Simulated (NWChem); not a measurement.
# CH6GeOSi; SMILES [GeH3][C](=O)[SiH3]

All runs: NWChem. Pople sets run with spherical d functions. Structure relaxed at the PBE0/def2-SVP level. Level SCAN/6-31G*: energy and gradient on several grids; changes count from the extra-fine grid, which is no exact limit either.

```csv
grid,size of the energy change (μHa),largest change of a gradient component (μHa/bohr),"time, medium = 1 (rough)"
xcoarse,20000,7000,about 1
coarse,1000,3000,about 1
medium,3000,700,about 1
fine,3000,800,about 1
xfine,< 10,< 30,2
```
